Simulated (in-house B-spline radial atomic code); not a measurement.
Results of a calculation; reference values are marked as such.
Weak and strong correlation along the adiabatic connection

Two-electron singlets in several external potentials (atomic units), by full CI in B-splines with partial waves to l = 8 (correlation energies up to 0.6 % small). The repulsion is scaled by λ at fixed density; W(λ) is the mean repulsion less the Hartree energy, W(0) = E_x, and the area under W from 0 to 1 is E_xc.

One system gave this curve:

| λ | W (hartree) |
| --- | --- |
| 0 | -0.41218 |
| 0.02 | -0.41452 |
| 0.05 | -0.41792 |
| 0.12 | -0.42539 |
| 0.25 | -0.4377 |
| 0.4 | -0.44975 |
| 0.6 | -0.46293 |
| 0.8 | -0.47357 |
| 1 | -0.48228 |
| 1.4 | -0.49558 |
| 2 | -0.5091 |
| 3 | -0.52286 |
| 4.5 | -0.53455 |
| 7 | -0.54513 |
| 10 | -0.55232 |

Question: Which system is it?
A. −Z exp(−kr)/r, Z = 9.97, k = 2.67
B. ω²r²/2 − Z/r, ω = 4.96, Z = 1
C. ω²r²/2 − Z/r, ω = 0.479, Z = -1
D. −Z exp(−kr)/r, Z = 2.38, k = 0.698

Answer: C. The exchange energy sets the size: ω²r²/2 − Z/r, ω = 0.479, Z = -1: E_x = -0.412, E_c = -0.0414; −Z exp(−kr)/r, Z = 9.97, k = 2.67: E_x = -5.67, E_c = -0.0459; ω²r²/2 − Z/r, ω = 4.96, Z = 1: E_x = -1.9, E_c = -0.0442; −Z exp(−kr)/r, Z = 2.38, k = 0.698: E_x = -1.13, E_c = -0.044 hartree.
